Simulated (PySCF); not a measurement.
PySCF input file for C3H2F3, SMILES F[C](F)C(F)=C, multiplicity 2, B3LYP/pcH-1. Geometry optimised at B3LYP-D3(BJ)/def2-SVP. The isomer is the one that the SMILES or the coordinates give; other isomers of the formula were not compared. Other conformers were not sampled.

```python
import numpy as np
from pyscf import gto, scf, dft
from pyscf.prop.hfc import uks as hfc
from pyscf.prop.gtensor import uks as gtensor

mol = gto.M(
    atom='''
    C    -1.08153029   -1.57326928    0.00000000
    C     0.00531984   -0.72932983    0.00000000
    F     1.24823792   -1.23946949    0.00000000
    C    -0.04443524    0.65999449    0.00000000
    F    -1.18057326    1.32497988    0.00000000
    F     1.01458470    1.43414846    0.00000000
    H    -2.09299133   -1.16997204    0.00000000
    H    -0.92337873   -2.65132996    0.00000000
    ''',
    basis='pcH-1',
    charge=0,
    spin=1,
    max_memory=1600,
    verbose=3,
)
mf = dft.UKS(mol, xc='b3lyp').density_fit(auxbasis='def2-universal-jkfit')
mf.grids.level = 3
mf.conv_tol = 1e-10
mf.max_cycle = 100
mf.kernel()
fine, coarse = mf.grids, dft.Grids(mol).set(level=1).build(with_non0tab=True)
for _ in range(3):  # follow internal instabilities
    mf.grids = coarse
    mo, _, stable, _ = mf.stability(return_status=True, nroots=4)
    mf.grids = fine
    if stable:
        break
    mf.kernel(mf.make_rdm1(mo, mf.mo_occ))
A = hfc.HFC(mf).make_fcdip(mf.make_rdm1())  # Fermi contact and dipolar terms, MHz
print('atom   A(iso)/MHz   principal dipolar parts/MHz')
for i, a in enumerate(A):
    w = np.linalg.eigvalsh((a + a.T) / 2)
    print(f'{mol.atom_symbol(i):2s}{i + 1:3d} {w.mean():12.2f}', (w - w.mean()).round(2))
gt = gtensor.GTensor(mf)
gt.dia_soc2e, gt.para_soc2e, gt.so_eff_charge = None, None, True
gt.max_cycle_cphf = 60
g = gt.kernel()
```

Program output:

```

WARN: HOMO -0.154264537260886 >= LUMO -0.15426453726089

converged SCF energy = -414.984966733289  <S^2> = 0.77646049  2S+1 = 2.0262877
<class 'pyscf.df.df_jk.DFUKS'> wavefunction is stable in the internal stability analysis
atom   A(iso)/MHz   principal dipolar parts/MHz
C   1        54.31 [-50.72 -48.94  99.65]
C   2       -60.26 [-29.88  12.9   16.97]
F   3       -32.33 [-74.22  25.97  48.25]
C   4        70.27 [-61.06 -59.6  120.65]
F   5        91.29 [-160.13 -127.93  288.05]
F   6       103.03 [-181.87 -152.46  334.33]
H   7       -39.59 [-20.32  -1.83  22.15]
H   8       -41.98 [-23.92  -0.61  24.53]
SOC(1e)/OZ [ 0.00187874  0.00214051 -0.00016035]
free electron g 2.00231930436182
g-tensor total [2.00408508 2.00432334 2.00198313]
g-shift (ppt) [ 1.7657708   2.00404059 -0.33617145]
```

Self-consistency was reached.
